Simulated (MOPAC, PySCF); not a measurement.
Isomers of CH6Si2. Isolated molecules, 0 K electronic values unless said otherwise. Strings in code marks are SMILES.

Quantity: electronic energy of isomers of CH6Si2 relative to `C1[SiH2][SiH2]1`, in kcal/mol. Semi-empirical values (MOPAC) are differences of heats of formation.

Level 1: B3LYP/6-311+G** // PBE0-D3(BJ)/def2-TZVP (PySCF)
Level 2: M06-2X/6-31G* // PBE0-D3(BJ)/def2-TZVP (PySCF)
Level 3: PBE/6-31G* // PBE0-D3(BJ)/def2-TZVP (PySCF)
Level 4: PM6 // PBE0-D3(BJ)/def2-TZVP (MOPAC)

```tsv
species	level 1	level 2	level 3	level 4
`C[SiH]=[SiH2]`	4.63	8.17	4.35	24.4
`C=[SiH][SiH3]`	6.47	12.0	9.86	35.2
`[SiH2]=C[SiH3]`	5.44	9.58	11.0	16.1
```
